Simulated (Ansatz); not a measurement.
System: C₅H₇Si, net charge 0, doublet state. SMILES: [SiH3]C1=CCC=[C]1
Coordinates optimised at B3LYP-D3(BJ)/def2-TZVP (Ansatz, a quantum-chemistry and plane-wave program):
```
C
C 1 1.3540
H 2 1.0816 1 125.89
C 1 1.4612 2 105.07 3 -180.00
C 4 1.3284 1 114.77 2 0.00
H 5 1.0782 4 129.44 1 -180.00
C 2 1.5045 3 123.26 1 180.00
H 7 1.0963 2 111.57 3 -59.54
H 7 1.0963 8 106.57 2 -122.00
Si 1 1.8591 2 127.08 3 0.00
H 10 1.4811 1 108.45 2 0.00
H 10 1.4819 11 109.43 1 120.82
H 10 1.4819 11 109.43 12 118.36
```
Charge 0, spin multiplicity 2.

Quantity: atomisation energy, in kcal/mol. Conventions: atomisation electronic, to ground-state atoms; 6-31G* and kin with 6d, 5d where marked; no spin-orbit coupling; 6-311+G** with 5d, 6d on Na to Ar in Ansatz; no dispersion term unless named; open shells spin-unrestricted; LANL2DZ with its own core potentials from Na on; non-relativistic. Ab initio and DFT rows: single points at B3LYP-D3(BJ) geometries (Ansatz).

```csv
level,program,atomisation energy (kcal/mol)
PBE/STO-3G,Ansatz,1581.2
PBE/3-21G,Ansatz,1276.6
PBE/LANL2DZ,Ansatz,1262.5
PBE/6-31G*,Ansatz,1299.9
PBE/def2-SVP,Ansatz,1310.2
PBE/6-311+G**,Ansatz,1289.3
PBE/def2-TZVPD,Ansatz,1298.7
```

No value to compare with is used here. The 6 habitual levels span 1262.5 (PBE/LANL2DZ) to 1581.2 kcal/mol (PBE/STO-3G); PBE/def2-TZVPD gives 1298.7.

The sets are all those run for this method; left out are runs that failed, that the program found above a lower state of the same kind, or whose <S^2> lies over 0.5 above the pure value.
